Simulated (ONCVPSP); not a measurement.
# What the settings do to the ONCV potential of titanium

Base potential:

Ti (Z = 22), optimised norm-conserving Vanderbilt (ONCV), made with ONCVPSP 4.0.1 (LDA (Perdew-Wang 92), scalar-relativistic). Core [Ne], reference 3s2 3p6 3d2 4s2. Waves: 3s+4s: rc 1.40 bohr, ncon 4, nbas 9, qcut 8.2 1/bohr, 2 projectors; 3p: rc 1.20 bohr, ncon 4, nbas 8, qcut 5.6 1/bohr, 2 projectors, debl 2.8 Ha; 3d: rc 1.45 bohr, ncon 4, nbas 8, qcut 10.7 1/bohr, 2 projectors, debl 1.9 Ha. Local part: polynomial inside 1.05 bohr (lpopt 5, dvloc0 1 Ha). Core correction: none.

All-electron outer shells of the reference configuration (LDA (PZ), scalar-relativistic, ld1.x):

| shell | level (eV) | outermost node (bohr) | outermost maximum (bohr) |
| --- | --- | --- | --- |
| 2p | -443.98 | – | 0.22 |
| 3s | -62.26 | 0.40 | 0.87 |
| 3p | -38.78 | 0.37 | 0.90 |
| 4s | -4.60 | 1.25 | 2.88 |
| 3d | -4.46 | – | 0.97 |

Cutoffs, loose and tight: the cutoffs (Ha) at which the residual kinetic energy of the hardest occupied pseudo-wave falls to 1 and 0.1 mHa per electron. They do not see the model core or the augmentation charge, which bear on the density cutoff. Test errors are all-electron minus pseudo excitation energies from the reference, over the configurations 3s2 3p6 3d2 4s1; 3s2 3p6 3d2 4s0; 3s2 3p6 3d1 4s0; 3s2 3p6 3d3 4s1. A dash means not determined; rows that change the core or the reference have their own tests.

| change | outcome | cutoff, loose | cutoff, tight | bound ghosts | GHOST(+) flags above zero | largest test error (meV) |
| --- | --- | --- | --- | --- | --- | --- |
| base | generated | 42 Ha | 64 Ha | none | none | +15 |
| s: qcut 9.8; p: qcut 6.7; d: qcut 12.8 | generated | 50 Ha | 58 Ha | none | none | +12 |
| functional PBE | generated | 42 Ha | 59 Ha | none | none | +14 |
| local potential polynomial inside 1.05 bohr (lpopt 5, dvloc0 9 Ha) | generated | 42 Ha | 64 Ha | none | none | +15 |
| d: qcut 6.9 | generated | 97 Ha | 116 Ha | none | none | +38 |
| s: rc 1.46 | generated | 42 Ha | 64 Ha | none | none | +15 |
| s: nproj 4 | generated | 42 Ha | 64 Ha | none | s | +15 |
| core correction polynomial model core, fcfact 0.3 | generated | 42 Ha | 64 Ha | none | none | +14 |
| p: qcut 8.6 | generated | 42 Ha | 48 Ha | none | none | +16 |
